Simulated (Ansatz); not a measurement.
Consider the substitution at a C–Br bond: `[SiH3]C1=CC1Br` + H–F → `FC1C=C1[SiH3]` + HBr.

Calculated with Ansatz (gas phase, PBE0-D4/def2-TZVP geometries, no zero-point term in ΔE). CBS: MP2 limit from def2 TZ/QZ plus the TZ coupled-cluster correction, frozen cores. This one scheme is used for every species. DFT in def2-TZVPP. B3LYP here is the variant with VWN-RPA as its local correlation; programs differ in this. For Br outer-core shells are correlated without core-valence functions, which leaves a few kJ/mol of doubt a bond. Scalar relativity is left out up to krypton.

Problem. Is it downhill or uphill in electronic energy at CCSD(T)/CBS, and by how much? (An estimate is asked.)

Solution. The calculation gave: Uphill: ΔE = +24.2 kJ/mol.

Problem. What do these levels give: PBE-D4, r2SCAN-D4, PBE0-D4, B3LYP-D4, ωB97M-V, HF/def2-TZVPP, MP2/def2-TZVPP, SCS-MP2/def2-TZVPP, CCSD/def2-TZVPP, CCSD(T)/def2-TZVPP, MP2/def2-QZVPP, CCSD/CBS(def2)? (An estimate is asked.)

Solution. Ansatz gave: PBE-D4 16.3, r2SCAN-D4 11.8, PBE0-D4 16.4, B3LYP-D4 14.1, ωB97M-V 9.8, HF/def2-TZVPP -1.3, MP2/def2-TZVPP 33.0, SCS-MP2/def2-TZVPP 24.4, CCSD/def2-TZVPP 15.7, CCSD(T)/def2-TZVPP 19.5, MP2/def2-QZVPP 35.6, CCSD/CBS(def2) 20.3 kJ/mol.

Largest T1 diagnostic among the species: 0.012.

In def2-TZVPP, CCSD(T) changes the Hartree–Fock value by +20.8 kJ/mol (the triples alone add +3.8 kJ/mol) and MP2 by +34.3 kJ/mol. The D4 term adds +8.5 kJ/mol with B3LYP and +4.6 kJ/mol with PBE0; it sums over pairs of atoms, weighted by their polarisabilities, and B3LYP, whose exchange is more repulsive, gets the larger term.
